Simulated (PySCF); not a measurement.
Frontier orbitals and the lowest excitations

Species: (H2B-mu-NH2)3.
Cartesian coordinates in Å at the PBE0-D3(BJ)/def2-SVP level; atoms count from 1:
```
atom  x, y, z in Å
B1    -0.143    1.506   -0.445
H2    -1.335    1.715   -0.299
H3     0.473    2.483   -0.861
N4     0.466    1.059    0.945
B5    -0.007   -0.324    1.548
H6     0.707   -0.612    2.505
H7    -1.187   -0.241    1.837
N8     0.161   -1.422    0.422
B9    -0.470   -1.122   -0.997
H10   -0.085   -1.968   -1.799
H11   -1.682   -1.084   -0.883
N12    0.037    0.303   -1.457
H13    1.486    1.111    0.922
H14    0.196    1.774    1.620
H15    1.140   -1.701    0.331
H16   -0.305   -2.261    0.769
H17   -0.507    0.545   -2.286
H18    0.999    0.256   -1.795
```

The calculation used PySCF 2.14.0, density-fitted response routines, TDDFT CAM-B3LYP/def2-SVPD, vertical, gas phase, core orbitals frozen in the response.

Frontier orbitals with the atoms that hold most of them (Löwdin shares over 4%, at most four atoms):

| orbital | ε (eV) | atoms |
| --- | --- | --- |
| HOMO-3 | -10.43 | B9 21%, H11 16%, B1 15%, N12 14% |
| HOMO-2 | -9.64 | B9 12%, B1 12%, B5 12%, H2 9% |
| HOMO-1 | -9.32 | B5 23%, H6 17%, B1 16%, H3 12% |
| HOMO | -9.31 | B9 25%, H10 19%, B1 12%, H3 8% |
| LUMO | 0.47 | B5 15%, B9 15%, B1 15%, H18 9% |
| LUMO+1 | 1.26 | B1 21%, H16 12%, B9 11%, H15 11% |
| LUMO+2 | 1.26 | B5 19%, B9 15%, H17 11%, H18 10% |

Within 0.005 eV of a neighbour in this list lie LUMO+1/LUMO+2 (point group found: C3v); within a degenerate set the shares of single atoms can hang on how the components are chosen.

Task: How does S1 compare with the orbital gap of 9.78 eV?

Result: S1 is at 6.95 eV (f = 0.016), 2.84 eV below the gap, made of HOMO-1/HOMO→LUMO (≥86%). S1/S2 lie within about 0.01 eV of each other. 

Next come S2 at 6.95 eV (f 0.015), HOMO-1/HOMO→LUMO (≥86%); S3 at 7.25 eV (f 0.014), HOMO-2→LUMO (76%); S4 at 7.66 eV (f 0.0000), HOMO-1/HOMO→LUMO+1/LUMO+2 (≥68%); S5 at 7.80 eV (f 0.0001), HOMO-1/HOMO→LUMO+1/LUMO+2 (≥58%), HOMO-2→LUMO+1/LUMO+2 (≥18%).

Orbitals of the list HOMO-3 to LUMO+2 that lie within 0.01 eV of each other are written together with a slash and their weights summed (≥ marks a lower bound); for degenerate orbitals outside that list single weights are arbitrary.

One conformer stands for the species.
